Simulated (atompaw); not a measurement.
**Plane-wave convergence, PAW (atompaw) potential for Ag (Z = 47)**

```
Element                 : silver (Ag)
Generator               : atompaw 4.2.0.5
Type                    : PAW
Functional              : LDA (PW92)
Relativity              : scalar-relativistic
Frozen core             : [Kr]
Valence charge          : 11
Reference configuration : 4d10 5s0 5p0 (charge +1)
Partial waves           : 5s (bound, empty): rc 2.75 bohr; 5s channel at -0.1 Ry: rc 2.75 bohr; 5p (bound, empty): rc 2.75 bohr; 5p channel at 3.65 Ry: rc 2.75 bohr; 4d (bound): rc 2.75 bohr; 4d channel at 1.1 Ry: rc 1.45 bohr
Local potential         : bessel scheme, radius 2.10 bohr
Core correction         : smooth core density matched at 2.20 bohr
Augmentation charge     : sinc compensation charge, radius 2.75 bohr; PAW radius 2.75 bohr; waves and projectors: custom polynom2 7 10 vanderbiltortho
```

The pseudo-atom Hamiltonian at the reference potential is diagonalised in spherical Bessel functions j_l(qr) that vanish at 20 bohr, with q² up to the cutoff. All-electron valence levels (Ry): 5s -0.8540, 5p -0.4714, 4d -1.1701.

How do the lowest levels (Ry) of each channel move with the cutoff, and are there ghosts?

| cutoff (Ry) | s #1 | p #1 | d #1 | f #1 | f #2 | Σ f·Δε (mRy) |
| --- | --- | --- | --- | --- | --- | --- |
| 8 | -0.8523 | -0.4703 | -1.1505 | -0.0457 | 0.0580 | 195.3 |
| 15 | -0.8537 | -0.4712 | -1.1660 | -0.0457 | 0.0579 | 40.9 |
| 25 | -0.8539 | -0.4713 | -1.1686 | -0.0457 | 0.0579 | 14.6 |
| 40 | -0.8540 | -0.4714 | -1.1698 | -0.0457 | 0.0579 | 3.0 |
| 55 | -0.8540 | -0.4714 | -1.1700 | -0.0457 | 0.0579 | 1.2 |
| 80 | -0.8540 | -0.4714 | -1.1701 | -0.0457 | 0.0579 | 0.3 |
| 400 | -0.8540 | -0.4714 | -1.1701 | -0.0457 | 0.0579 | 0.0 |

Result: no extra level below or beside the all-electron valence levels (s, p, d, f tested); 10 mRy is reached at 30 Ry and 1 mRy at 60 Ry.
